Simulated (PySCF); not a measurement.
Identify the compound

The spectra below were simulated for a compound C₇H₁₀NP.

¹H NMR (300 MHz, computed): δ 7.50 (m, 1H), 6.58 (m, 2H), 6.43 (m, 2H), 2.87 (m, 2H), 1.01 (t, 3H).

¹³C{¹H} NMR (computed): δ 183.6 (CH), 124.1 (CH, 2C), 115.1 (CH, 2C), 31.8 (CH2), 18.0 (CH3).

Relativity neglected, no solvent, equivalent nuclei averaged, one computed conformer. Structure optimised with PBE0-D3(BJ)/def2-SVP; GIAO PBE/pcSseg-1 shieldings; PySCF 2.14.

Referencing at the same level of theory: TMS for ¹H (31.20 ppm) and ¹³C (180.03 ppm).

Deduce the structure.

## Answers


1. 5 carbon signals for 7 carbons: some carbons are equivalent by symmetry or fast rotation.
2. Carbon types of the structure: 5 × CH, 1 × CH2, 1 × CH3, which accounts for all hydrogens.
3. δC 183.6: carbon double-bonded to a heavier main-group atom.
4. δC 124.1: aromatic CH next to a ring nitrogen.
5. δC 115.1: aromatic CH.
6. δC 31.8: sp3 CH2; a saturated carbon with 2 carbon neighbours and no heteroatom attached.
7. δC 18.0: methyl carbon; aliphatic region, no heteroatom directly attached.
8. δH 6.58: hydrogen on an aromatic CH next to a ring nitrogen; aromatic region.
9. δH 6.43: hydrogen on an aromatic CH; aromatic region.

Structure: SMILES CC/C=P\n1cccc1.

This is the structure that produced the data.

Splittings by ³¹P in the carbon and heteronuclear signals aren't shown, as no couplings were computed. Shifts are as computed. Against solution values, carbons near 30 ppm lie about +2 ppm off and those near 130 ppm about +2 ppm. Of 1313 compounds with measured shifts, 239 miss one by over three times the rms of a fit or turn the order of signals round; such compounds aren't used in these exercises. No couplings were computed; multiplicities are counted from neighbouring protons, with m where these are inequivalent, close in shift, in a saturated or five-membered ring or joined by F or P, and br s for small geminal =CH2 splittings.
